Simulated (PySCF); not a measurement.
(E)-2-fluorobut-2-ene (C4H7F), SMILES C/C=C(\C)F.

Geometry optimised at ωB97X-D3(BJ)/def2-SVP.

All values below come from PySCF 2.14.0 with ωB97X-D3(BJ)/def2-SVP.

Frequencies are harmonic and unscaled.

Computed vibrational spectrum:
```
mode  ν (cm⁻¹)  IR (km/mol)  Raman (Å⁴/amu)  depolarisation  moving atoms (share of kinetic energy)
----  --------  -----------  --------------  --------------  --------------------------------------
1          127          0.8             0.1            0.75                                  H 96 %
2          160          0.2             0.1            0.75                                  H 97 %
3          267          0.1             0.8            0.75                  C 52 %, H 29 %, F 19 %
4          275          0.3             0.7            0.32                          C 64 %, H 31 %
5          431          2.8             0.7            0.69                  F 38 %, C 36 %, H 26 %
6          478          1.7             5.1            0.75                          C 59 %, H 36 %
7          531         11.0             2.9            0.52                  C 48 %, F 31 %, H 21 %
8          816         10.0             7.5            0.09                  C 56 %, H 28 %, F 16 %
9          868         30.9             6.2            0.75                          H 81 %, C 18 %
10         975         10.9             1.2            0.74                          H 68 %, C 26 %
11        1033         12.5             4.6            0.61                          H 62 %, C 32 %
12        1057          0.0             0.5            0.75                          H 68 %, C 32 %
13        1064          1.8             1.7            0.75                          H 60 %, C 40 %
14        1142         18.8             3.1            0.72                          C 60 %, H 37 %
15        1247        113.0             1.9            0.62                  C 53 %, H 35 %, F 12 %
16        1339          9.3             3.9            0.62                          H 70 %, C 29 %
17        1418          7.0            13.5            0.50                          H 76 %, C 24 %
18        1440         34.3             8.2            0.63                          C 52 %, H 47 %
19        1455          5.1             7.8            0.75                                  H 96 %
20        1465          4.4            15.9            0.65                                  H 96 %
21        1466          8.9            17.5            0.75                                  H 97 %
22        1479          6.6            39.7            0.66                                  H 95 %
23        1837         62.2            41.7            0.20                                  C 95 %
24        3064         27.8           141.0            0.05                                  H 97 %
25        3076         10.6           215.8            0.05                                  H 97 %
26        3138         14.0           109.6            0.75                           H 91 %, C 9 %
27        3157          6.9           102.5            0.75                           H 91 %, C 9 %
28        3174         14.4            59.9            0.72                           H 91 %, C 9 %
29        3204          3.1            85.2            0.29                           H 92 %, C 8 %
30        3208         11.8            41.9            0.62                           H 91 %, C 9 %
```
